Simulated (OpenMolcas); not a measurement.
**How basis sets differ on BHSClF (SMILES FB(S)Cl)**

BHSClF has 5 atoms, charge 0, and is taken as a singlet. As SMILES, `FB(S)Cl`. The shape is that of a PBE0-D4/def2-TZVP optimisation. This is one conformer, not always the lowest.

```xyz
5

F    -0.5300   -1.1665    0.7149
B    -0.4251   -0.1510   -0.1196
S     1.0596    0.8510   -0.2110
Cl   -1.7763    0.2244   -1.1650
H     1.7217    0.1685    0.7392
```

Each level gives the dipole moment (D). The values are calculated.

```csv
level,kind,program,value (D),CPU time
HF/ANO-R0 (sfX2C),Hartree–Fock,OpenMolcas,1.32,2.6 s
HF/STO-3G,Hartree–Fock,OpenMolcas,2.44,2.2 s
HF/3-21G,Hartree–Fock,OpenMolcas,1.97,2.3 s
HF/def2-SVP,Hartree–Fock,OpenMolcas,1.27,4.6 s
HF/def2-SVPD,Hartree–Fock,OpenMolcas,1.24,12 s
HF/def2-TZVP,Hartree–Fock,OpenMolcas,1.21,40 s
```

The values span 1.21 to 2.44 D. Sets without polarisation functions give poor dipoles. Without the sets that lack polarisation functions the rows with a basis span only 1.21 to 1.27 D. CPU times are rough (shared hosts, several kinds of processor): they show what a rung costs within a factor of a few.
